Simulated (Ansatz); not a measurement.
Si(F)(Cl)(Br)(OH) (BrClFHOSi), SMILES O[Si](F)(Cl)Br.

Geometry optimised at B3LYP-D3(BJ)/def2-SVP. This is a generated structure with no PubChem entry under its InChIKey; it may be hypothetical. The values are those of a single conformer.

Two levels are set side by side: PBE/def2-SVPD (Ansatz, a first-principles code) and PBE0/def2-SVPD (Ansatz). Energy differences of separate SCF runs at the same geometry; the states with an electron removed or added have multiplicity 2 and 2. Differences are taken from unrounded values.

```tsv
quantity	PBE0	PBE	PBE minus PBE0
vertical ionisation energy (eV)	11.41	10.92	-0.49
vertical singlet–triplet gap (eV)	6.71	6.23	-0.49
```
